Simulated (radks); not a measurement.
Values are calculated unless marked as measured or tabulated.
Task: Pr2+, configuration [Xe] 4f1 6p2 (not the ground configuration). Code: a radial shooting solver on a logarithmic mesh with Libxc functionals. Model: scalar-relativistic Kohn-Sham, PBE, spin-polarised, spherical densities, finite nucleus; open shells are filled with parallel spins first (spin-orbit coupling, left out, can overturn this in heavy ions); Fermi nuclear charge, rms radius 4.8919 fm. Some entries of the table are withheld. Estimate them.

orbital,occ.,eigenvalue (hartree),<r^2> (bohr^2)
1s up,1,-1537.828,0.0007897
1s down,1,-1537.827,0.0007897
2s up,1,-248.5135,0.01254
2s down,1,-248.5129,0.01254
2p up,3,-222.5044,0.01001
2p down,3,-222.5036,0.01001
3s up,1,-54.72432,0.08478
3s down,1,-54.71201,0.08475
3p up,3,-46.48597,0.08481
3p down,3,-46.47361,0.08478
3d up,5,-34.91260,0.07222
3d down,5,-34.90284,0.07218
4s up,1,-11.94654,0.4331
4s down,1,-11.91318,0.4330
4p up,3,-9.23979,0.4876
4p down,3,-9.20623,0.4874
4d up,5,-5.36237,0.5949
4d down,5,-5.32843,0.5948
5s up,1,(1),2.293
5s down,1,(2),2.304
5p up,3,(3),2.961
5p down,3,(4),2.969
4f up,1,-1.23340,1.099
4f down,0,-1.20081,1.108
6p up,2,-0.51742,16.71

Result: 
(1) 5s up eigenvalue (hartree): -2.43084
(2) 5s down eigenvalue (hartree): -2.40670
(3) 5p up eigenvalue (hartree): -1.71339
(4) 5p down eigenvalue (hartree): -1.69305
